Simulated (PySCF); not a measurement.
# Reading the logs of faulty runs: AlC2H8N

These are calculations, not measurements. The program is PySCF 2.14.0, an open-source quantum chemistry code, run on an isolated molecule that a program drew, which may never have been made. The molecule is AlC2H8N (charge 0, singlet), drawn as the SMILES string `C[N](C)[AlH2]`.

Each row is a Hartree-Fock (HF) and frozen-core CCSD(T) single point in the cc-pV(D+d)Z basis, meant for a local HF minimum. Run 1 is clean. Each other run has one planted mistake out of seven kinds, and not every kind appears here: one electron removed, one electron added, multiplicity raised by two, geometry at a saddle point, minimal basis STO-3G, one bond length entered in bohr, all coordinates scaled. The reference is restricted for singlets and unrestricted otherwise, and also for a bond in bohr. Adding or removing an electron swaps singlet and doublet. Electrons count all cores. HOMO and LUMO are orbital energies over both spins, the gradient is its largest component, and the lowest frequency (negative if imaginary) is given only where the gradient is small. Bond lengths are over the 11 bonds as drawn. T1 is the CCSD diagnostic: over 0.02 (restricted) or 0.045 (unrestricted) a single reference is doubtful.

Geometry of the clean run:
```xyz
12
AlC2H8N, angstrom
C    -0.6600   -0.1451    1.0691
N     0.1957    0.5921    0.1613
C     1.4401    0.9934    0.7860
Al   -0.2303    0.9602   -1.5197
H    -0.1730   -1.0601    1.4290
H    -1.5896   -0.4361    0.5771
H    -0.9228    0.4528    1.9508
H     1.2649    1.6380    1.6565
H     2.0154    0.1260    1.1331
H     2.0663    1.5471    0.0846
H    -1.6229    0.4580   -2.0679
H     0.8018    1.7740   -2.3941
```

```
run,electrons,basis functions,<S^2>,HOMO (eV),LUMO (eV),gradient (hartree/bohr),lowest frequency (cm^-1),mean bond (Å),longest bond (Å),T1,HF (hartree),CCSD(T) (hartree),mistake
1,40,105,0.000,-9.45,1.99,1.7e-05,210,1.3091,1.773,0.0138,-376.77531,-377.37919,no fault
2,39,105,0.763,-16.38,-5.59,8.6e-02,-,1.3091,1.773,0.0165,-376.51051,-377.07181,one electron removed
3,40,32,0.000,-6.76,9.57,4.7e-02,-,1.3091,1.773,0.0136,-372.24221,-372.48778,minimal basis STO-3G
4,40,105,0.705,-9.67,1.95,2.3e-02,-,1.3973,2.062,0.0545,-376.64738,-377.24951,one bond length entered in bohr
5,40,105,0.000,-9.53,2.20,6.8e-02,-,1.2069,1.634,0.0118,-376.69439,-377.28277,all coordinates scaled
6,41,105,0.765,1.13,7.98,4.2e-02,-,1.3091,1.773,0.0126,-376.71749,-377.33355,?
```

**Which mistake was planted in run 6, and what did it cost?**

It counts 41 electrons, one more than the clean run, at the same geometry and basis. So the mistake is: one electron added. Subtracting run 1 and multiplying by 627.51 kcal/mol a hartree, the energy moved by 36.3 kcal/mol in HF and 28.6 kcal/mol in CCSD(T).

Cautions from the logs. Run 4: T1 is over the limit, so its CCSD(T) energy is less reliable; run 6: the HOMO is above zero, so the electron isn't bound and the energy depends on the basis.
